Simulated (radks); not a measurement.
All-electron atom: As XIII in [Ar] 3d3. Calculated with a radial shooting solver on a logarithmic mesh with Libxc functionals: Dirac Kohn-Sham, LDA (Slater exchange, Perdew-Wang correlation), spin-unpolarised, spherical densities, finite nucleus; open shells fill j = l - 1/2 first; Fermi nuclear charge, rms radius 4.0968 fm.

Unscreened Slater integrals over Kohn-Sham orbitals (cm^-1). Large and small components are both included. Empty in this configuration: 3d5/2.

F0(3d3/2,3d3/2): 381400
F2(3d3/2,3d3/2): 190920
F0(3d3/2,3p3/2): 365500
F2(3d3/2,3p3/2): 177810
G1(3d3/2,3p3/2): 204770
G3(3d3/2,3p3/2): 131590
F0(3d3/2,3p1/2): 368230
G1(3d3/2,3p1/2): 208540
F0(3d3/2,3s1/2): 365720
G2(3d3/2,3s1/2): 157430
F0(3d3/2,3d5/2): 380610
F2(3d3/2,3d5/2): 190630
G2(3d3/2,3d5/2): 190200
G4(3d3/2,3d5/2): 121590
F0(3p3/2,3p3/2): 356310
F2(3p3/2,3p3/2): 180070
F0(3p3/2,3p1/2): 358690
G2(3p3/2,3p1/2): 180880
F0(3p3/2,3s1/2): 356270
G1(3p3/2,3s1/2): 235260
F0(3p3/2,3d5/2): 364840
F2(3p3/2,3d5/2): 177770
G1(3p3/2,3d5/2): 205110
G3(3p3/2,3d5/2): 131810
F0(3p1/2,3p1/2): 361130
F0(3p1/2,3s1/2): 358600
G1(3p1/2,3s1/2): 235720
F0(3p1/2,3d5/2): 367560
G3(3p1/2,3d5/2): 133580
F0(3s1/2,3s1/2): 356750
F0(3s1/2,3d5/2): 365080
G2(3s1/2,3d5/2): 157640
F0(3d5/2,3d5/2): 379830
F2(3d5/2,3d5/2): 190350
F4(3d5/2,3d5/2): 121700
